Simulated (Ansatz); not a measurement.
Ansatz (a first-principles code) input file for quinoxaline (C8H6N2), SMILES c1ccc2nccnc2c1, PBE-D3(BJ)/def2-SVP. 

Ansatz 0.2 input:
```yaml
crystal:
  periodic: [false, false, false]
  atoms:
    - {symbol: C, position_ang: [0.00000000, 0.71006230, 2.38087965]}
    - {symbol: C, position_ang: [0.00000000, -0.71006230, 2.38087965]}
    - {symbol: C, position_ang: [0.00000000, -1.41261843, 1.19487335]}
    - {symbol: C, position_ang: [0.00000000, -0.71712517, -0.04347029]}
    - {symbol: N, position_ang: [0.00000000, -1.41448263, -1.21262143]}
    - {symbol: C, position_ang: [0.00000000, -0.71247005, -2.32160818]}
    - {symbol: C, position_ang: [0.00000000, 0.71247005, -2.32160818]}
    - {symbol: N, position_ang: [0.00000000, 1.41448263, -1.21262144]}
    - {symbol: C, position_ang: [0.00000000, 0.71712517, -0.04347029]}
    - {symbol: C, position_ang: [0.00000000, 1.41261844, 1.19487334]}
    - {symbol: H, position_ang: [0.00000000, 1.24593647, 3.33296540]}
    - {symbol: H, position_ang: [0.00000000, -1.24593647, 3.33296540]}
    - {symbol: H, position_ang: [0.00000000, -2.50363785, 1.16460338]}
    - {symbol: H, position_ang: [0.00000000, -1.25788232, -3.27326582]}
    - {symbol: H, position_ang: [0.00000000, 1.25788231, -3.27326582]}
    - {symbol: H, position_ang: [0.00000000, 2.50363786, 1.16460337]}
basis:
  gaussian:
    orbitals: def2-SVP
hamiltonian:
  xc: pbe
  dispersion: d3bj
relax: {f_tol: 0.002, max_steps: 200}
```

Output:

```
Functional definition: PBE
integrals: 0.14 GiB planned
1956 factors; their error is unknown
mean field: 0.76 GiB planned
mean field evaluation 1: about -11340.0218 eV, gradient 6.4e1 eV
mean field evaluation 2: about -11332.9704 eV, gradient 8.4e1 eV
mean field evaluation 4: about -11351.2662 eV, gradient 8.4e0 eV
mean field evaluation 8: about -11351.4573 eV, gradient 2.3e-1 eV
mean field evaluation 16: about -11351.3188 eV, gradient 4.1e-3 eV
mean field -11351.31883805 eV, -417.1532730981 hartree, gradient 4.6e-5 eV, S^2 0.000000; 0 other end points of the search recorded, 0 dependent functions left out
the calculation of the forces begins
reference -11351.31887349 eV, -417.1532744004 hartree; 34, 34 occupied and 136, 136 virtual orbitals, 1956 factors
relax step   1: F+E_penalty+E_count = -11351.82803888 eV  Δ(F+E_penalty+E_count) = +0.000e0 eV  max|allowed force component| = 4.999e-1 eV/Å  Δτ_max = 0.0000 Å  (33 SCF iters, accepted)
these checks for a lower state are left out or cut short: starts, cluster_reference, orbital_swaps, neighbouring_geometries, increment
integrals: 0.14 GiB planned
1956 factors; their error is unknown
mean field: 0.76 GiB planned
mean field -11351.33976727 eV, -417.1540422328 hartree, gradient 1.5e-5 eV, S^2 0.000000; 0 other end points of the search recorded, 0 dependent functions left out
the calculation of the forces begins
reference -11351.33980294 eV, -417.1540435437 hartree; 34, 34 occupied and 136, 136 virtual orbitals, 1956 factors
relax step   2: F+E_penalty+E_count = -11351.84785224 eV  Δ(F+E_penalty+E_count) = -1.981e-2 eV  max|allowed force component| = 1.936e-1 eV/Å  Δτ_max = 0.0142 Å  (36 SCF iters, accepted)
these checks for a lower state are left out or cut short: starts, cluster_reference, orbital_swaps, neighbouring_geometries, increment
integrals: 0.14 GiB planned
1956 factors; their error is unknown
mean field: 0.76 GiB planned
mean field evaluation 32: about -11351.3416 eV, gradient 5.3e-1 eV
mean field -11351.34221475 eV, -417.1541321761 hartree, gradient 1.5e-5 eV, S^2 0.000000; 0 other end points of the search recorded, 0 dependent functions left out
the calculation of the forces begins
reference -11351.34225052 eV, -417.1541334905 hartree; 34, 34 occupied and 136, 136 virtual orbitals, 1956 factors
relax step   3: F+E_penalty+E_count = -11351.84987859 eV  Δ(F+E_penalty+E_count) = -2.026e-3 eV  max|allowed force component| = 4.815e-2 eV/Å  Δτ_max = 0.0044 Å  (36 SCF iters, accepted)
these checks for a lower state are left out or cut short: starts, cluster_reference, orbital_swaps, neighbouring_geometries, increment
integrals: 0.14 GiB planned
1956 factors; their error is unknown
mean field: 0.76 GiB planned
mean field -11351.34225743 eV, -417.1541337443 hartree, gradient 1.5e-5 eV, S^2 0.000000; 0 other end points of the search recorded, 0 dependent functions left out
the calculation of the forces begins
reference -11351.34229319 eV, -417.1541350587 hartree; 34, 34 occupied and 136, 136 virtual orbitals, 1956 factors
relax step   4: F+E_penalty+E_count = -11351.84993753 eV  Δ(F+E_penalty+E_count) = -5.894e-5 eV  max|allowed force component| = 1.672e-2 eV/Å  Δτ_max = 0.0012 Å  (37 SCF iters, accepted)
these checks for a lower state are left out or cut short: starts, cluster_reference, orbital_swaps, neighbouring_geometries, increment
integrals: 0.14 GiB planned
1956 factors; their error is unknown
mean field: 0.76 GiB planned
mean field -11351.34227357 eV, -417.1541343374 hartree, gradient 1.5e-5 eV, S^2 0.000000; 0 other end points of the search recorded, 0 dependent functions left out
the calculation of the forces begins
reference -11351.34230934 eV, -417.1541356519 hartree; 34, 34 occupied and 136, 136 virtual orbitals, 1956 factors
relax step   5: F+E_penalty+E_count = -11351.84994668 eV  Δ(F+E_penalty+E_count) = -9.148e-6 eV  max|allowed force component| = 3.985e-3 eV/Å  Δτ_max = 0.0004 Å  (35 SCF iters, accepted)
these checks for a lower state are left out or cut short: starts, cluster_reference, orbital_swaps, neighbouring_geometries, increment
integrals: 0.14 GiB planned
1956 factors; their error is unknown
mean field: 0.76 GiB planned
mean field -11351.34227109 eV, -417.1541342465 hartree, gradient 1.5e-5 eV, S^2 0.000000; 0 other end points of the search recorded, 0 dependent functions left out
the calculation of the forces begins
reference -11351.34230686 eV, -417.1541355610 hartree; 34, 34 occupied and 136, 136 virtual orbitals, 1956 factors
relax step   6: F+E_penalty+E_count = -11351.84994793 eV  Δ(F+E_penalty+E_count) = -1.258e-6 eV  max|allowed force component| = 1.012e-3 eV/Å  Δτ_max = 0.0002 Å  (37 SCF iters, accepted)
integrals: 0.14 GiB planned
1956 factors; their error is unknown
mean field: 0.76 GiB planned
mean field evaluation 64: about -11351.3417 eV, gradient 5.3e-1 eV
mean field -11351.34227109 eV, -417.1541342465 hartree, gradient 1.5e-5 eV, S^2 0.000000; 1 other end points of the search recorded, 0 dependent functions left out
the calculation of the forces begins
reference -11351.34230686 eV, -417.1541355610 hartree; 34, 34 occupied and 136, 136 virtual orbitals, 1956 factors
Total energy: -11351.84998370 eV, -417.1727923408 hartree
Atom 0 at     0.000000     0.711855     2.390343 Å, force     0.000000    -0.001012     0.000497 eV/Å
Atom 1 at     0.000000    -0.711855     2.390343 Å, force     0.000000     0.001012     0.000497 eV/Å
Atom 2 at    -0.000000    -1.419190     1.197482 Å, force    -0.000000    -0.000119     0.000086 eV/Å
Atom 3 at    -0.000000    -0.722121    -0.044662 Å, force    -0.000000     0.000555    -0.000221 eV/Å
Atom 4 at    -0.000000    -1.426352    -1.215970 Å, force     0.000000    -0.000234    -0.000404 eV/Å
Atom 5 at     0.000000    -0.714205    -2.330575 Å, force    -0.000000     0.000018     0.000286 eV/Å
Atom 6 at     0.000000     0.714205    -2.330575 Å, force    -0.000000    -0.000018     0.000286 eV/Å
Atom 7 at     0.000000     1.426352    -1.215970 Å, force     0.000000     0.000234    -0.000404 eV/Å
Atom 8 at     0.000000     0.722121    -0.044662 Å, force     0.000000    -0.000555    -0.000221 eV/Å
Atom 9 at    -0.000000     1.419190     1.197482 Å, force    -0.000000     0.000119     0.000086 eV/Å
Atom 10 at     0.000000     1.252026     3.349276 Å, force    -0.000000     0.000153    -0.000131 eV/Å
Atom 11 at     0.000000    -1.252026     3.349276 Å, force     0.000000    -0.000153    -0.000131 eV/Å
Atom 12 at    -0.000000    -2.518545     1.165734 Å, force     0.000000     0.000059     0.000061 eV/Å
Atom 13 at    -0.000000    -1.265122    -3.289273 Å, force    -0.000000     0.000343    -0.000174 eV/Å
Atom 14 at    -0.000000     1.265122    -3.289273 Å, force    -0.000000    -0.000343    -0.000174 eV/Å
Atom 15 at    -0.000000     2.518545     1.165734 Å, force    -0.000000    -0.000059     0.000061 eV/Å
Dipole moment:     0.000000     0.000000     0.134995 e Å
```

The calculation finished and met its thresholds.

Cost: about 50 core-seconds (a rough figure).
